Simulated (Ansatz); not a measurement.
Breaking the Te1–H2 bond in hydrogen telluride (SMILES [TeH2]) (multiplicity 1 held, fragments rigid). Energies count from the point at 1.661 Å.
Geometry at that point (charge 0, multiplicity 1):
```xyz
3

Te     0.00005     0.04331     0.00165
H     -1.18042    -1.12478    -0.03896
H      1.17766    -1.12738    -0.04669
```

Restricted levels (R-, RO-) in cc, def2 and unpolarised 6-31G sets keep to the state of the molecule at rest. U- levels take the lowest unrestricted solution at each point, which mixes spins at long bonds. Active spaces are followed from a long bond inwards. Curves can end on different states.

Frozen-core correlation. Filled d and f shells under p-block atoms count as core.

Codes used: Ansatz (a program for electronic structure). Values without a source in brackets are computed. In def2 rows elements past Kr take small-core potentials, without spin–orbit coupling.

Energies in kcal/mol.

```csv
R (Å),R-CCSD/def2-SVP,R-CCSD(T)/def2-SVP,U-CCSD(T)/def2-SVP,"SC-NEVPT2 on CASSCF(2,2)/def2-SVP","FIC-NEVPT4(SD) on CASSCF(2,2)/def2-SVP","FIC-MRCISD+Q on CASSCF(2,2)/def2-SVP"
1.329,37.6,37.8,37.8,39.0,38.0,37.7
1.495,7.2,7.3,7.3,7.9,7.5,7.3
1.661,0.0,0.0,0.0,0.0,0.0,0.0
1.827,4.2,4.1,4.1,3.4,3.9,4.1
1.993,13.5,13.1,13.1,12.0,12.8,13.1
2.243,29.8,29.0,29.4,…,28.4,28.8
2.492,44.5,42.9,44.2,40.7,42.2,42.7
2.907,61.4,57.8,60.8,55.6,57.3,57.8
3.322,70.0,63.5,66.6,…,64.1,64.6
3.821,74.1,64.3,67.9,…,66.8,67.4
4.485,75.8,62.9,68.2,65.8,67.6,68.2
5.316,76.3,61.6,68.3,65.9,67.8,68.4
```

Problem. What belongs in the gaps?

Solution. 
- 3.821, SC-NEVPT2 on CASSCF(2,2)/def2-SVP: 65.0
- 2.243, SC-NEVPT2 on CASSCF(2,2)/def2-SVP: 27.2
- 3.322, SC-NEVPT2 on CASSCF(2,2)/def2-SVP: 62.3

Doubts at one or more of the structures used: a restricted determinant that unrestricted orbitals would lower (R-CCSD/def2-SVP, R-CCSD(T)/def2-SVP); other coupled-cluster roots lie near (R-CCSD/def2-SVP, R-CCSD(T)/def2-SVP); a spin-contaminated determinant (U-CCSD(T)/def2-SVP); T1 above 0.05 (U-CCSD(T)/def2-SVP).
